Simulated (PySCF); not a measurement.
Compound: C4H8BNO.
Cartesian coordinates in Å at the GFN2-xTB level; atoms count from 1:
```xyz
15
C4H8BNO angstrom
B      2.6102   -0.4695    0.3211
N      1.0116   -0.5832   -0.0527
C      0.2860    0.6641    0.1806
C     -1.1161    0.5575   -0.1496
C     -2.2771    0.4118   -0.4423
C     -3.6494    0.2283   -0.7898
O     -4.1236   -0.7932   -1.2084
H      2.6555   -0.1891    1.4786
H      3.0612   -1.5456    0.0847
H      3.0491    0.3859   -0.3833
H      0.9543   -0.8571   -1.0294
H      0.6286   -1.3350    0.5130
H      0.7547    1.4513   -0.4193
H      0.4049    0.9390    1.2339
H     -4.2543    1.1429   -0.6324
```

Computed, not measured: PySCF 2.14.0, density-fitted response routines, TDDFT PBE0/def2-SVPD, vertical, gas phase, core orbitals frozen in the response.

Frontier orbitals with the atoms that hold most of them (Löwdin shares over 4%, at most four atoms; ? is withheld):

```csv
orbital,ε (eV),atoms
LUMO+2,-0.08,"C4 23%, C5 17%, C6 10%, C3 9%"
LUMO+1,-0.58,"C5 22%, C4 20%, C3 12%, N2 8%"
LUMO,?,"C6 29%, O7 28%, C4 18%, C5 14%"
HOMO,-8.15,"B1 42%, H8 27%, H10 14%, H9 6%"
HOMO-1,-8.16,"B1 42%, H9 26%, H10 17%, N2 6%"
HOMO-2,-8.51,"O7 68%, C6 16%, H15 9%, C5 6%"
HOMO-3,-9.20,"C5 34%, C4 32%, O7 14%, C3 7%"
```

Question: What is the LUMO energy, and the HOMO–LUMO gap?

Answer: ε(LUMO) = -2.53 eV; the gap is 5.62 eV (0.2066 hartree).

Within 0.005 eV of a neighbour in this list lie HOMO-1/HOMO (point group found: Cs); within a degenerate set the shares of single atoms can hang on how the components are chosen.

Question: How does S1 compare with the orbital gap of 5.62 eV?

Answer: S1 is at 3.79 eV (f = 0.0002), 1.83 eV below the gap, made of HOMO-2→LUMO (98%). Its leading pair isn't HOMO and LUMO; the energies of that pair differ by 5.98 eV. 

Question: One configuration dominates each of S1 and S8. Which, and how do the shares of the two leading atoms of either orbital change from the occupied to the empty one?

Answer: 
- S1 (3.79 eV, f 0.0002), HOMO-2→LUMO (98%): O7 68% → 28%, C6 16% → 29%
- S8 (6.70 eV, f 0.0018), HOMO-2→LUMO+1 (86%): O7 68% → at most 8%, C6 16% → at most 8%, C5 6% → 22%, C4 at most 2% → 20%

Löwdin shares depend on the basis, the more so with diffuse functions.

One conformer stands for the species.
